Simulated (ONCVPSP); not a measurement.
**Which change was made? (Au, ONCV)**

ONCVPSP 4.0.1 input, shortened (lines: element, Z, core and valence counts, functional; n l f; lmax; l rc ep ncon nbas qcut; lloc lpopt rc5 dvloc0; l nproj debl; icmod fcfact rcfact), LDA (Perdew-Zunger), fully relativistic:

```
  Au 79.00   12    2        3      upf
    1    0    2.00
    2    0    2.00
    2    1    6.00
    3    0    2.00
    3    1    6.00
    3    2   10.00
    4    0    2.00
    4    1    6.00
    4    2   10.00
    4    3   14.00
    5    0    2.00
    5    1    6.00
    5    2   10.00
    6    1    1.00
    2
    0    2.60    0.47    3    7    1.90
    1    3.30    0.00    4    8    2.90
    2    1.90    0.00    5   10    9.70
    4    5    1.70    1.00
    0    2    3.70
    1    2    2.60
    2    2    3.20
    0    0.00    0.00
```

Open shells are filled in proportion to 2j + 1.

In the s channel the program set the typed energies aside and used 0.050, 3.750 Ha.

Cutoffs, loose and tight: the cutoffs (Ha) at which the residual kinetic energy of the hardest occupied pseudo-wave falls to 1 and 0.1 mHa per electron. They do not see the model core or the augmentation charge, which bear on the density cutoff. Test errors are all-electron minus pseudo excitation energies from the reference, over the configurations 5d10 6s1 6p0; 5d10 6p0; 5d9 6p0; 5d9 6s2 6p0; variants that change the core or the reference have their own tests.

The base gives: outcome: generated, projector energies reset by the program; cutoff, loose: 22 Ha; cutoff, tight: 26 Ha; bound ghosts: none; GHOST(+) flags above zero: s, p3/2, p1/2; largest test error (meV): +225.

**Question.** After one change the result is: outcome: generated, projector energies reset by the program; cutoff, loose: 22 Ha; cutoff, tight: 28 Ha; bound ghosts: none; GHOST(+) flags above zero: s, p3/2, p1/2; largest test error (meV): -195. Which change was it?
A. d: qcut 11.3
B. s: nproj 3
C. reference 5d10 6s1; waves 6s: rc 2.60 bohr, ncon 3, nbas 7, qcut 1.9 1/bohr, 2 projectors, debl 3.7 Ha; p scattering state at 0.03 Ha: rc 3.30 bohr, ncon 4, nbas 8, qcut 2.9 1/bohr, 2 projectors, debl 2.6 Ha
D. d: rc 1.4; local potential polynomial inside 1.40 bohr (lpopt 5, dvloc0 1 Ha)

**Answer.** C. The others give: d: qcut 11.3 → outcome: generated, projector energies reset by the program; cutoff, loose: 28 Ha; cutoff, tight: 40 Ha; bound ghosts: none; GHOST(+) flags above zero: s, p3/2, p1/2; largest test error (meV): +228 | d: rc 1.4; local potential polynomial inside 1.40 bohr (lpopt 5, dvloc0 1 Ha) → outcome: generated, projector energies reset by the program; cutoff, loose: 21 Ha; cutoff, tight: 37 Ha; bound ghosts: s; GHOST(+) flags above zero: p3/2, p1/2; largest test error (meV): +928 | s: nproj 3 → outcome: generated, projector energies reset by the program; cutoff, loose: 22 Ha; cutoff, tight: 26 Ha; bound ghosts: none; GHOST(+) flags above zero: s, p3/2, p1/2; largest test error (meV): +120.
